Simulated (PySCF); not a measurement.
## Calculated data, CH5BNSi

Calculation on a computer-drawn molecule: optimised geometry and harmonic frequencies of an isolated molecule of the commonest isotopes, restricted reference for singlets and unrestricted otherwise, frozen core in MP2. Program: PySCF 2.14.0.

```json
{"formula": "CH5BNSi", "start_structure": {"atoms_angstrom": [["N", -2.125, 0.005, -1.8807], ["B", -1.614, 1.0733, -1.5145], ["C", -1.0486, 2.3667, -1.0704], ["Si", 0.6976, 2.5808, -0.4198], ["H", -2.5335, -0.8321, -2.1793], ["H", -1.6774, 3.3067, -1.0953], ["H", 1.6806, 2.1477, -1.3944], ["H", 0.8183, 1.8737, 0.867], ["H", 0.8156, 4.0038, -0.1365]]}, "given": {"charge": 0, "multiplicity": 2, "method": "HF", "basis": "cc-pV(D+d)Z", "drawn_bonds_atom": [1, 2, 3, 1, 3, 4, 4, 4], "drawn_bonds_other_atom": [2, 3, 4, 5, 6, 7, 8, 9], "drawn_bonds_order": [2, 1, 1, 1, 1, 1, 1, 1]}, "results": {"spin_squared": null, "rotational_constants [GHz]": null, "total_energy [hartree]": null}}
```

Questions
1. Estimate the spin squared of CH5BNSi.
2. CH5BNSi: rotational constants?
3. What total energy does the calculation give for CH5BNSi?

## Answers
1. 0.7799
2. 25.83, 2.396, 2.249 GHz
3. -408.8392 hartree

Further results for CH5BNSi:

* convergence status largest gradient component: 3.786e-05 hartree/bohr

Optimised structure:
```xyz
9
CH5BNSi
N     -2.0865     0.1029    -2.1644
B     -1.6643     1.0694    -1.5254
C     -1.1218     2.2519    -0.7420
Si     0.6815     2.6244    -0.4152
H     -2.4301    -0.6659    -2.6739
H     -1.8576     2.9441    -0.3368
H      1.5377     1.5888    -1.0318
H      0.9269     2.6603     1.0456
H      1.0278     3.9497    -0.9800
```

Modes:
```csv
frequency (cm⁻¹),reduced mass (dalton)
52.44,1.199
141.1,4.176
362.8,2.076
443.2,1.741
463.6,2.023
476.9,1.229
512.8,1.553
598.4,1.983
719.3,1.413
803.8,2.156
970.1,2.427
1025,1.098
1026,1.041
1033,1.046
1236,1.669
2056,7.969
2303,1.051
2312,1.037
2329,1.033
3289,1.085
4095,1.101
```
